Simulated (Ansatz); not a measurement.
C₂H₆BNO (`BOC(=C)N`), relaxed with RKS PBE0-D4/def2-TZVP in Ansatz from a PBE-D4/def2-SVP geometry. The force threshold is 0.005 eV/Å; the program also tests the step.

The species carries charge 0 and has multiplicity 1.

Start:

```xyz
11

B     1.567    0.764   -0.940
O     0.692   -0.261   -0.774
C    -0.339   -0.366    0.141
C    -1.046   -1.521    0.152
N    -0.487    0.706    1.006
H     2.388    0.611   -1.823
H     1.525    1.774   -0.259
H    -1.894   -1.659    0.835
H    -0.744   -2.342   -0.509
H    -0.332    1.629    0.591
H    -1.331    0.667    1.579
```

(1) How much energy does the relaxation release, and in how many steps? (Estimate.)

(2) Which bonds change most? (An estimate is asked.)

(3) Give the relaxed structure. (An estimate is asked.)

Answers

(1) Ansatz gave: 0.06 eV, in 14 steps, 2 of them rejected.

(2) Computed: C3–C4 from 1.354 to 1.332 Å; B1–H6 from 1.214 to 1.194 Å; B1–H7 from 1.219 to 1.199 Å; C4–H9 from 1.096 to 1.079 Å.

(3) Computed: 
```xyz
11

B     1.536    0.765   -0.945
O     0.747   -0.300   -0.704
C    -0.311   -0.384    0.160
C    -1.048   -1.493    0.136
N    -0.450    0.672    1.035
H     2.412    0.593   -1.738
H     1.366    1.828   -0.416
H    -1.906   -1.603    0.783
H    -0.774   -2.304   -0.521
H    -0.268    1.583    0.643
H    -1.306    0.642    1.566
```
